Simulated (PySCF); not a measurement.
Compound: C6H6F (doublet state).
Numbering: `[F:1][CH2:2][C:3]1[CH:4]=[CH:5][CH:6]=[CH:7]1` (hydrogens: H8, H9 on C2; H10 on C4; H11 on C5; H12 on C6; H13 on C7)

Geometry (GFN2-xTB, Å), atoms numbered from 1 in this order:
```xyz
13
C6H6F angstrom
F      2.1882   -1.6607   -0.2523
C      1.8817   -0.3361   -0.0854
C      0.4262   -0.0926   -0.0220
C     -0.6095   -1.0419   -0.1099
C     -1.7997   -0.3682   -0.0024
C     -1.5128    1.0491    0.1587
C     -0.1661    1.2090    0.1465
H      2.3344    0.2047   -0.9296
H      2.3772   -0.0081    0.8405
H     -0.4674   -2.0971   -0.2394
H     -2.7856   -0.7932   -0.0297
H     -2.2597    1.8126    0.2669
H      0.3887    2.1229    0.2404
```

The hyperfine couplings belong to this conformer and change with its torsions.

The calculation used UKS B3LYP, pcH-1 on C F H, non-relativistic, mean-field spin-orbit, GIAO in PySCF 2.14.0. One conformer (not necessarily the lowest) at the GFN2-xTB geometry, without solvent, vibrations or thermal averaging. Couplings are sensitive to structure, and on GFN2-xTB geometries they can be far from those on DFT ones. Stability of the SCF solution: not tested.

The Mulliken spin populations are largest on C3 (+0.56), C5 (+0.43), C6 (+0.20) and C4 (-0.17). Three atoms exceed +0.15. The positive populations add up to 1.27 and the negative ones to -0.27, together 2S = 1. The angles at C3 add up to 360.0°, so it is planar.

(1) McConnell's relation a(H) = Q·ρ ties the coupling of a proton on a planar π carbon to the spin population of that carbon. What Q do the computed values give?

(2) Leave H11 and its like out of the fit. How well does the relation then predict its coupling?

(3) How do the β-proton couplings of this frozen conformer go with θ, the angle between the C–H bond and the normal to the plane of the spin centre's three neighbours, both seen down the bond from centre to carbon?

Answers

(1) 
```csv
H,C,ρ(C),a(H) (G),a/ρ (G)
H10,C4,-0.172,+2.21,-12.8
H11,C5,+0.434,-10.35,-23.9
H12,C6,+0.203,-5.58,-27.5
```

A least-squares line through the origin gives Q = -23.2 G with Mulliken populations. In every row coupling and population have opposite signs. Where ρ is negative the coupling is positive.

(2) The other protons give Q = -21.4 G, so a = -21.4 × 0.434 ≈ -9.26 G, against the computed -10.35 G.

(3) 
```csv
β H,on,centre,θ (°),cos²θ,a (G)
H8,C2,C3,30,0.75,+28.10
H9,C2,C3,30,0.75,+28.14
```

Couplings in gauss use g_iso = 2.0025.
